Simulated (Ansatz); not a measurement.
BrH₃O₂Si (`O[SiH](O)Br`) from Hartree–Fock to CCSD(T)

```tsv
atom	x (Å)	y (Å)	z (Å)
O1	-0.5136	1.3595	-0.6473
Si2	0.3553	0.1019	-0.1067
O3	-0.4333	-1.2909	-0.4181
Br4	0.6842	0.2051	2.0965
H5	-1.4265	1.4416	-0.3646
H6	1.6663	0.1957	-0.7638
H7	-0.3324	-2.0130	0.2040
```

The species carries charge 0 and has multiplicity 1. Correlated methods include outer-core shells of Br, which these sets cover unevenly. Scalar relativity is left out up to krypton. The geometry is a stationary point of PBE0-D4/def2-TZVP. It is one conformer, not always the lowest. Frozen core, restricted reference, Ansatz.

```csv
basis,HF (Eh),MP2 corr.,CCSD corr.,(T),CCSD(T) total
def2-SVP,-3012.44153,-0.69642,-0.71582,-0.01485,-3013.17220
def2-TZVPP,-3013.06974,-0.87375,-0.89039,-0.03086,-3013.99099
def2-QZVPP,-3013.13609,-1.24222,–,–,–
```
